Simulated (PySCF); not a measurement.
Compound: C8H12P (charge +1).
Cartesian coordinates in Å at the PBE0-D3(BJ)/def2-SVP level; atoms count from 1:
```
atom  x, y, z in Å
C1     3.702   -0.007    0.550
C2     2.920    0.366   -0.653
C3     1.589    0.390   -0.845
P4     0.336   -0.030    0.343
C5    -0.649   -1.420   -0.165
C6    -1.979   -1.314   -0.305
C7    -2.809   -0.103   -0.065
C8    -2.124    1.139    0.385
C9    -0.810    1.304    0.601
H10    4.352    0.834    0.842
H11    3.099   -0.299    1.419
H12    4.382   -0.839    0.302
H13    3.524    0.666   -1.520
H14    1.178    0.692   -1.815
H15    0.986   -0.335    1.559
H16   -0.127   -2.358   -0.377
H17   -2.528   -2.203   -0.634
H18   -3.377    0.123   -0.989
H19   -3.607   -0.354    0.659
H20   -2.777    2.004    0.549
H21   -0.400    2.265    0.923
```

Level: PBE0/pcSseg-1 in PySCF, non-relativistic, on one gas-phase PBE0-D3(BJ)/def2-SVP geometry that isn't relaxed in the solvent. The solvent is an IEF-PCM continuum (Bondi radii, 1.10 Å for H, scaled by 1.2). Only the electrostatic response of the medium enters.

```
run  E − E(gas) (kcal/mol)  HOMO (eV)  HOMO–LUMO gap (eV)
gas                   0.00     -12.01                6.65
  P                 -39.01      -8.97                6.70
  Q                 -24.82     -10.06                6.68
```

The runs were made in chloroform and cyclohexane. Which run belongs to which solvent?

P = chloroform, Q = cyclohexane. The dielectric constants are 2.017 (cyclohexane), 4.711 (chloroform), and the energy falls further as ε rises. In this model the ground state sees the solvent through ε alone.

How constant is the ratio of the lowering to 1 − 1/ε?

```
    solvent  1 − 1/ε  E − E(gas) (kcal/mol)  ratio (kcal/mol)  polarisation term (kcal/mol)
cyclohexane    0.504                 -24.82             -49.2                        -24.91
 chloroform    0.788                 -39.01             -49.5                        -39.32
```

The ratio changes by +0.6 % in size from cyclohexane to chloroform. The polarisation term is half the interaction of the solute with the induced surface charges.

The run took 74 s wall on an Arm Neoverse N1 with one thread (shared host), and the process peaked at 1.3 GiB of memory. This is the whole shielding run at PBE0/pcSseg-1 in chloroform, SCF included.
